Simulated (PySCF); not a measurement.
Run record: geometry optimisation, `C#CC(C)=C=CF`.

Method: PBE0-D3(BJ)/def2-SVP geometry optimisation, gas phase (PySCF 2.14.0). Start geometry: GFN2-xTB. The input is one job of a driver script: a line of settings, then coordinates in Å.

Input:
```
{"job": {"xc": "PBE0", "basis": "def2-SVP", "d3": "d3bj", "grid": 2, "kind": "geom"}, "charge": 0, "multiplicity": 1}
C     -1.912622     1.881825     0.255971
C     -1.114039     0.995124     0.128398
C     -0.203660    -0.082837    -0.020992
C     -0.806533    -1.450683    -0.177744
C      1.086544     0.136970    -0.033556
C      2.364396     0.341254    -0.048522
F      3.124676     0.317468     1.072922
H     -2.600651     2.665679     0.369728
H     -1.416777    -1.683346     0.693889
H     -1.450955    -1.471864    -1.055725
H     -0.028336    -2.202000    -0.282703
H      2.959156     0.551724    -0.927692
```

Output:
```
step   0  E = -330.72590908  max force = 0.018093
step   1  E = -330.72794973  max force = 0.006308
step   2  E = -330.72791050  max force = 0.003778
step   3  E = -330.72800564  max force = 0.001272
step   4  E = -330.72801274  max force = 0.000309
optimisation converged
```

Energies in Eh; «max force» is the largest Cartesian gradient component in Eh/bohr.

How much energy does the optimisation release, in eV?

E(step 0) − E(last step) = 0.002104 Eh, which is 0.057 eV.

Summary of the converged run: final energy -330.72801 Eh after 4 steps; dipole 1.74 D.

Estimate the wall time. Hardware: one thread, Arm Neoverse V1 (aarch64), no GPU, shared host. And the peak memory of the process?

About 30 s, with 0.61 GiB resident at the peak, the Python interpreter and its libraries included.
Labels such as C1 count atoms from 1, the log's own numbers from 0.
